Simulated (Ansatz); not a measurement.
Species: AlBr₂F, SMILES `[F][Al]([Br])[Br]` (charge 0, multiplicity 1).

Problem. Give a relaxed geometry from Ansatz (a quantum-chemistry and plane-wave program) with B3LYP-D3(BJ)/def2-TZVP.

Solution. the end point of this relaxation (outside a Z-matrix the atoms follow the SMILES, hydrogens last).
Z-matrix (Å, degrees):
```
Al
F 1 1.6396
Br 1 2.2316 2 118.93
Br 1 2.2316 2 118.94 3 180.00
```
